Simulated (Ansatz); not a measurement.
Job for Ansatz (an electronic-structure program): R-B3LYP/def2-TZVPPD on BF2H3O2 (a complex), monomers drawn apart or pushed together. Files ending in .json are basis or fitting sets from the Basis Set Exchange.

Ansatz 0.2 input:
```yaml
crystal:
  periodic: [false, false, false]
  atoms:
    - {symbol: O, position_ang: [1.10913440, 0.83477917, 0.23364021]}
    - {symbol: B, position_ang: [0.02755447, 0.03404821, 0.15971813]}
    - {symbol: O, position_ang: [-0.45671767, -0.51683024, 1.31371576]}
    - {symbol: F, position_ang: [-0.58259768, -0.23591742, -1.00411102]}
    - {symbol: H, position_ang: [1.39923321, 1.19001917, -0.61204094]}
    - {symbol: H, position_ang: [-1.22973408, -1.07785301, 1.19297458]}
    - {symbol: F, position_ang: [0.39231132, -0.48450041, 5.26428862]}
    - {symbol: H, position_ang: [0.19594762, -0.49337443, 4.34643830]}
basis:
  gaussian:
    orbitals: def2-TZVPPD.json
hamiltonian:
  xc: {name: B3LYP}
scf: {lower_state_search: off}
```

Program output:

```
WARN ansatz: RAYON_NUM_THREADS=1 ignored (pool sized by the plan → 1); use --threads N
Functional definition: B3LYP
these checks for a lower state are left out or cut short: stability, starts, cluster_reference, orbital_swaps, neighbouring_geometries, increment
integrals: 0.14 GiB planned
1104 factors; their error is unknown
mean field: 1.29 GiB planned
mean field evaluation 1: about -10252.4744 eV, gradient 8.4e1 eV
mean field evaluation 2: about -10234.8054 eV, gradient 1.3e2 eV
mean field evaluation 4: about -10262.6889 eV, gradient 6.9e0 eV
mean field evaluation 8: about -10262.7521 eV, gradient 8.9e-2 eV
mean field evaluation 16: about -10262.7748 eV, gradient 1.2e-5 eV
mean field -10262.77475612 eV, -377.1500159289 hartree, gradient 2.4e-6 eV, S^2 0.000000; 0 other end points of the search recorded, 0 dependent functions left out
reference -10262.77509204 eV, -377.1500282738 hartree; 21, 21 occupied and 227, 227 virtual orbitals, 1104 factors
Total energy: -10262.77509204 eV, -377.1500282738 hartree
Checks for a lower state left out: stability, starts, cluster_reference, orbital_swaps, neighbouring_geometries, increment
```

The calculation finished and met its thresholds.

Cost: around 4 core-seconds (rough).
